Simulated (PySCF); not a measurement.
CH₈FN₃Si, SMILES N[Si](N)(N)CF. Atoms are numbered in the order given.

```xyz
14

N     -1.8578     0.0665     0.5411
Si    -0.1884    -0.3167     0.2167
N     -0.0539    -1.1048    -1.3283
N      0.3103    -1.1542     1.6616
C      1.0620     1.1192     0.0211
F      0.9511     1.6722    -1.2695
H     -2.1121     0.5023     1.4312
H     -2.4191     0.4504    -0.2220
H      0.2867    -0.5117    -2.0908
H     -0.7709    -1.7553    -1.6559
H     -0.3353    -1.8532     2.0397
H      1.2685    -1.5106     1.7073
H      2.1125     0.7719     0.1636
H      0.8852     1.9233     0.7712
```
Charge 0, spin multiplicity 1.

Geometry: PBE-D3(BJ)/def2-SVP. This is a generated structure with no PubChem entry under its InChIKey; it may be hypothetical. One conformer was computed; it need not be the lowest.

Calculation: PySCF with PBE-D3(BJ)/def2-SVP.

Frequencies are harmonic and unscaled.

| mode | ν (cm⁻¹) | IR (km/mol) | moving atoms (share of kinetic energy) |
|---|---|---|---|
| 1 | 63 | 1.0 | F 39 %, N 30 %, H 21 % |
| 2 | 137 | 0.7 | N 43 %, H 25 %, F 22 % |
| 3 | 183 | 7.3 | H 37 %, N 32 %, F 18 %, C 10 % |
| 4 | 224 | 2.7 | H 42 %, N 39 %, F 11 % |
| 5 | 248 | 9.7 | H 69 %, N 19 %, Si 8 % |
| 6 | 267 | 1.2 | H 49 %, N 32 %, Si 13 % |
| 7 | 279 | 5.8 | H 44 %, N 31 %, Si 14 % |
| 8 | 302 | 7.9 | H 74 %, N 22 % |
| 9 | 361 | 4.4 | H 33 %, F 24 %, Si 21 %, N 12 %, C 9 % |
| 10 | 386 | 108.6 | H 84 %, N 9 % |
| 11 | 391 | 102.3 | H 71 %, N 24 % |
| 12 | 419 | 229.5 | H 76 %, N 20 % |
| 13 | 463 | 173.2 | H 69 %, N 30 % |
| 14 | 630 | 2.3 | C 47 %, H 29 %, N 17 % |
| 15 | 700 | 0.0 | H 53 %, N 29 %, C 17 % |
| 16 | 746 | 14.1 | H 46 %, N 38 %, Si 9 % |
| 17 | 765 | 2.0 | H 67 %, N 21 %, C 8 % |
| 18 | 803 | 2.7 | H 65 %, N 31 % |
| 19 | 838 | 113.5 | H 38 %, N 32 %, Si 29 % |
| 20 | 893 | 145.6 | Si 41 %, H 30 %, N 25 % |
| 21 | 918 | 176.1 | Si 43 %, H 30 %, N 26 % |
| 22 | 1012 | 81.9 | C 52 %, F 39 % |
| 23 | 1189 | 4.2 | H 91 % |
| 24 | 1254 | 1.5 | H 73 %, C 25 % |
| 25 | 1395 | 4.8 | H 94 % |
| 26 | 1479 | 46.2 | H 89 %, N 10 % |
| 27 | 1485 | 66.6 | H 89 %, N 11 % |
| 28 | 1494 | 33.5 | H 89 %, N 10 % |
| 29 | 2938 | 29.6 | H 95 % |
| 30 | 2998 | 29.1 | H 90 %, C 10 % |
| 31 | 3480 | 8.7 | H 96 % |
| 32 | 3481 | 16.2 | H 96 % |
| 33 | 3489 | 12.4 | H 96 % |
| 34 | 3575 | 13.8 | H 92 %, N 8 % |
| 35 | 3585 | 22.6 | H 91 %, N 9 % |
| 36 | 3590 | 15.8 | H 91 %, N 9 % |
